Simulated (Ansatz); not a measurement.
Compare A (`CC(C)[CH2][AlH2]`) with its isomer B (`CC[CH2][AlH][CH3]`).

Calculated with Ansatz (gas phase, PBE0-D4/def2-TZVP geometries, no zero-point term in ΔE). CCSD(T)/CBS is the MP2 limit (def2-TZVPP, def2-QZVPP) plus CCSD(T) − MP2 in def2-TZVPP, frozen cores. Functionals use def2-TZVPP. B3LYP here is the variant with VWN-RPA as its local correlation; programs differ in this. One conformer a species, not always the lowest.

A:

Z-matrix (Å, degrees):
```
C
C 1 1.523
H 1 1.096 2 111.6
H 1 1.093 2 111.7 3 120.0
H 1 1.095 2 110.6 3 -120.1
C 2 1.523 1 110.6 3 -175.4
C 2 1.530 1 110.6 3 60.1
H 2 1.098 1 107.5 3 -58.0
H 6 1.094 2 111.6 1 57.7
H 6 1.093 2 111.2 1 178.3
H 6 1.095 2 110.5 1 -62.2
Al 7 1.959 2 115.7 1 -61.4
H 7 1.101 2 110.0 1 177.0
H 7 1.099 2 109.7 1 62.6
H 12 1.591 7 120.8 2 159.8
H 12 1.593 7 120.2 2 -22.2
```

B:

Z-matrix (Å, degrees):
```
C
C 1 1.520
H 1 1.096 2 111.2
H 1 1.094 2 110.9 3 119.6
H 1 1.093 2 112.0 3 -120.0
C 2 1.528 1 112.4 3 -61.1
H 2 1.097 1 108.9 3 176.1
H 2 1.096 1 109.1 3 61.1
Al 6 1.964 2 116.0 1 63.5
H 6 1.100 2 110.3 1 -175.2
H 6 1.098 2 110.1 1 -60.6
C 9 1.956 6 122.2 2 18.2
H 9 1.596 6 119.0 2 -163.7
H 12 1.093 9 113.5 6 5.0
H 12 1.096 9 110.4 6 -115.7
H 12 1.095 9 111.1 6 127.0
```

(1) Which isomer does CCSD(T)/CBS put lower? Give the gap. (Best estimate.)

(2) Give E(B) − E(A) in kJ/mol with LDA (SPW92), MP2/def2-TZVPP, HF/def2-TZVPP, B3LYP, B2PLYP, BLYP-D4, r2SCAN-D4. (An estimate is asked.)

(3) Does the order hold for the free energy at 298.15 K (harmonic terms from PBE0-D4)? (An estimate is asked.)

Largest T1 diagnostic: 0.009.

## Answers

(1) Ansatz gave: B, by 37.3 kJ/mol.

(2) Computed: LDA (SPW92) -35.5, MP2/def2-TZVPP -36.3, HF/def2-TZVPP -34.7, B3LYP -43.7, B2PLYP -40.8, BLYP-D4 -40.8, r2SCAN-D4 -42.9. None reverses the order clearly.

(3) Computed: Yes: G(B) − G(A) = -37.9 kJ/mol, for one conformer each. Modes under 60 cm⁻¹, often nearly free rotors, make the harmonic entropy too high.

The D4 term adds +3.2 kJ/mol with B3LYP and +1.5 kJ/mol with PBE0; it sums over pairs of atoms, weighted by their polarisabilities, and B3LYP, whose exchange is more repulsive, gets the larger term. From BLYP to BHLYP (50 % exact exchange), in def2-TZVPP and without D4, E(B) − E(A) moves by +5.9 kJ/mol.
